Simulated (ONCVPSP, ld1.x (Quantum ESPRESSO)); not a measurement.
## Potentials for Re (Z = 75) compared

Generated with ld1.x 7.5 (TM, RRKJ, ultrasoft, PAW), atompaw 4.2 or ONCVPSP 4.0.1. The cutoff is in Ry: for ld1.x and atompaw files where the sum of valence levels is converged to 10 mRy in a Bessel basis, for ONCV files where the hardest occupied wave has 1 mHa per electron of residual kinetic energy. The error is the largest all-electron minus pseudo excitation energy over each file’s own four to seven test configurations (ionisations up to +4, promotions, holes and added fractions of an electron), all of which were solved. The labels leave out finer settings (local radius, basis sizes, second energies), which also bear on the numbers. Spin-polarised tests are not counted. The rows are a selection from randomly drawn settings: files with unsolved tests, undetermined cutoffs or missed reference levels are left out.

A true bound ghost makes a file unfit for plane-wave use even where its test errors are small: the radial tests pick states by their node count and pass the ghost by.

```tsv
potential	cutoff (Ry)	largest error (meV)	bound ghosts
ONCV, PBE, scalar-relativistic, rc 2.00/1.60/2.50/2.75 (spdf), local smoothed, core correction yes, reference 5s2 5p6 5d6 6s1, qcut 7.9/9.3/6.4/3.8, projectors 2/2/2/1	55	-6.6	none
ONCV, PBE, scalar-relativistic, rc 1.45/2.00/1.85 (spd), local smoothed, core correction yes, reference 5s2 5p6 5d5 6s1, qcut 7.9/8.4/5.9, projectors 3/1/2	51	-16	none
RRKJ, PBE, scalar-relativistic, rc 1.80/2.35/2.50 (spd), local s, core correction yes, reference 5d4 6s0 6p0	25	-300	none
ONCV, PBE, scalar-relativistic, rc 1.50/2.05/1.75/2.05 (spdf), local smoothed, core correction yes, reference 5s2 5p6 5d5 6s2, qcut 6.7/7.1/6.2/5, projectors 2/2/2/1	80	-228	none
ONCV, PBE, scalar-relativistic, rc 1.45/1.40/2.25 (spd), local smoothed, core correction yes, reference 5s2 5p6 5d5 6s2, qcut 7.2/5.7/5.8, projectors 2/2/2	173	-8.4	none
```

Task: Fill in the row for Re: ONCV, LDA (Perdew-Wang 92), scalar-relativistic, rc 1.35/1.75/2.20 (spd), local smoothed, core correction no, reference 5s2 5p6 5d5 6s2, qcut 7.5/9.6/8.6, projectors 2/2/2.

Result: cutoff 51 Ry, largest error -13 meV, bound ghosts: none.

Task: Fill in the row for Re: ONCV, PBE, scalar-relativistic, rc 2.00/1.95/2.40 (spd), local smoothed, core correction yes, reference 5s2 5p6 5d5 6s2, qcut 8/8.5/6.1, projectors 3/1/2.

Result: cutoff 34 Ry, largest error +181 meV, bound ghosts: none.

Task: Fill in the row for Re: ONCV, PBEsol, scalar-relativistic, rc 2.00/1.45/2.05/2.00 (spdf), local smoothed, core correction yes, reference 5s2 5p6 5d5 6s1.5, qcut 6.5/8.5/7.3/4.8, projectors 2/2/2/2.

Result: cutoff 52 Ry, largest error -13 meV, bound ghosts: f.
